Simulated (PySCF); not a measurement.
Species: cis-Ti(NH3)2F4 (singlet state).
Structure used (PBE0-D3(BJ)/def2-SVP), in Å, numbered top down from 1:
```xyz
13
F4H6N2Ti angstrom
Ti    -0.7260   -0.0085   -0.7076
N     -0.6617   -0.0072    1.5907
H     -1.6458    0.0824    1.8441
H     -0.1644    0.7783    2.0049
H     -0.3195   -0.8841    1.9785
F     -0.5493   -0.0151   -2.4561
N      1.5743    0.0063   -0.7049
H      1.8077   -0.1090   -1.6911
H      2.0035   -0.7625   -0.1943
H      1.9637    0.8942   -0.3939
F     -2.4693   -0.0155   -0.4834
F     -0.4031    1.7260   -0.3840
F     -0.3794   -1.7373   -0.3807
```

Level of theory: PBE0-D3(BJ)/def2-SVP geometry optimisation, gas phase (PySCF).

Take the most abundant isotopes and a rigid rotor. 

Task: Give the principal moments of inertia and the rotational constants in MHz.

Result: Ia = 262.08, Ib = 283.22, Ic = 311.79 u·Å²; 505379 MHz·u·Å²/I gives A = 1928, B = 1784, C = 1621 MHz.

Task: Classify the top.

Result: An asymmetric top; Ray's κ = 0.064.

Task: Is it planar, by Δ = Ic − Ia − Ib?

Result: Not planar: Δ = Ic − Ia − Ib = -233.50 u·Å². For a rigid frame Δ = −2 Σ m c², so Σ m c² = 116.75 u·Å² lies off the ab plane: 2.81 from hydrogen and 113.94 from heavier atoms. The atom farthest from that plane is 1.73 Å away.

Task: Where do the levels up to J = 5 lie, in MHz?

Result: Above 0(0,0):
J = 1: 1(0,1) 3405, 1(1,1) 3549, 1(1,0) 3713
J = 2: 2(0,2) 10134, 2(1,2) 10196, 2(1,1) 10687, 2(2,1) 11119, 2(2,0) 11200
J = 3: 3(0,3) 20105, 3(1,3) 20124, 3(1,2) 21076, 3(2,2) 21335, 3(2,1) 21661, 3(3,1) 22506, 3(3,0) 22535
J = 4: 4(0,4) 33305, 4(1,4) 33309, 4(1,3) 34775, 4(2,3) 34888, 4(2,2) 35628, 4(3,2) 36236, 4(3,1) 36406, 4(4,1) 37731, 4(4,0) 37740
J = 5: 5(0,5) 49740, 5(1,5) 49741, 5(1,4) 51700, 5(2,4) 51738, 5(2,3) 53009, 5(3,3) 53363, 5(3,2) 53855, 5(4,2) 54935, 5(4,1) 55004, 5(5,1) 56807, 5(5,0) 56809
The levels of one J sum to (2J + 1)J(J + 1)(A + B + C)/3.

Task: Which lines would a microwave search look for?

Result: The dipole components are |μa| = 0.01 D, |μb| = 6.81 D, |μc| = 0.00 D. Intensities carry the squares of the components, which stand as 0.00 : 1.00 : 0.00 (a : b : c). Some lines, for components of 0.1 D or more:

| type | branch | J(Ka,Kc) | MHz | lower level (cm⁻¹) |
| --- | --- | --- | --- | --- |
| b | Q | 1(1,0) ← 1(0,1) | 307 | 0.114 |
| b | Q | 2(2,0) ← 2(1,1) | 513 | 0.356 |
| b | Q | 2(1,1) ← 2(0,2) | 553 | 0.338 |
| b | Q | 2(2,1) ← 2(1,2) | 922 | 0.340 |
| b | R | 1(1,1) ← 0(0,0) | 3549 | 0.000 |
| b | R | 2(0,2) ← 1(1,1) | 6585 | 0.118 |
| b | R | 2(1,2) ← 1(0,1) | 6791 | 0.114 |
| b | R | 2(2,1) ← 1(1,0) | 7406 | 0.124 |
| b | R | 2(2,0) ← 1(1,1) | 7651 | 0.118 |

Not checked by PBE0-D3(BJ)/def2-SVP frequencies. Constants of a rigid frame at the computed geometry: no zero-point averaging, no centrifugal distortion. A rigid rotor knows nothing of internal rotation, which can split or shift real lines. Quadrupole hyperfine structure (14N) is left out.

Time: 1.8 min of wall time; peak memory 0.57 GiB. Hardware: an Intel Xeon 6975P-C with one thread, shared host. These figures are those of the optimisation.
